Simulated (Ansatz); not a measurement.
Geometry optimisation, RKS PBE0/6-31G* (Ansatz).

input.yaml

```yaml
crystal:
  periodic: [false, false, false]
  atoms:
    - { symbol: Li, position_ang: [-2.3103, -0.3429, -0.5013] }
    - { symbol: "N", position_ang: [-0.4293, -0.5042, -0.6853] }
    - { symbol: Si, position_ang: [0.2215, 1.1474, -0.8751] }
    - { symbol: Si, position_ang: [0.2391, -1.1513, 0.868] }
    - { symbol: H, position_ang: [-0.2334, 1.7335, -2.1311] }
    - { symbol: H, position_ang: [-0.1724, 2.0026, 0.2668] }
    - { symbol: H, position_ang: [1.7499, 1.0789, -0.8988] }
    - { symbol: H, position_ang: [-0.361, -2.4872, 1.0674] }
    - { symbol: H, position_ang: [-0.2563, -0.274, 2.0206] }
    - { symbol: H, position_ang: [1.6352, -1.2539, 0.8718] }
basis:
  gaussian: { orbitals: "6-31G*" }
hamiltonian:
  xc: pbe0
relax:
  f_tol: 0.015
  max_steps: 40
```

Command:

```bash
$ ansatz run input.yaml --threads 1 --pin off --max-ram 2048MiB --backend cpu --events-out ev --progress --plain --runs-dir out
```

**Question.** Where does it end, and by what steps?

**Answer.** It converged. After 20 steps the energy has fallen by 0.761 eV; Li1 moved furthest, 1.12 Å. Parted: Li1–Si3. Joined: Li1–Si4.

| step | energy less start (eV) | largest force component (eV/Å) | accepted |
| --- | --- | --- | --- |
| 0 | 0.0000 | 3.175 | yes |
| 1 | -0.3673 | 1.169 | yes |
| 2 | -0.5325 | 0.411 | yes |
| 3 | -0.6086 | 0.276 | yes |
| 4 | -0.6725 | 0.115 | yes |
| 5 | -0.7126 | 0.049 | yes |
| 6 | -0.7286 | 0.033 | yes |
| 7 | -0.7290 | 0.141 | yes |
| 8 | -0.7305 | 0.028 | yes |
| 9 | -0.7308 | 0.023 | yes |
| 10 | -0.7309 | 0.021 | yes |
| 11 | -0.7310 | 0.018 | yes |
| 12 | -0.7313 | 0.022 | yes |
| 13 | -0.7327 | 0.278 | yes |
| 14 | -0.7369 | 0.227 | yes |
| 15 | -0.7546 | 0.139 | yes |
| 16 | -0.7446 | 0.112 | no |
| 17 | -0.7592 | 0.062 | yes |
| 18 | -0.7602 | 0.052 | yes |
| 19 | -0.7597 | 0.060 | no |
| 20 | -0.7605 | 0.004 | yes |

```xyz
10
Properties=species:S:1:pos:R:3
Li -1.683 -1.229 -0.789
N -0.347 -0.119 -0.289
Si 0.226 1.374 -0.868
Si 0.126 -1.107 0.994
H -0.608 1.811 -2.038
H 0.163 2.496 0.127
H 1.645 1.353 -1.357
H -0.874 -2.275 0.891
H -0.038 -0.595 2.393
H 1.473 -1.762 0.940
```

Time of the run: 2.8 min on 1 CPU thread of a shared host.
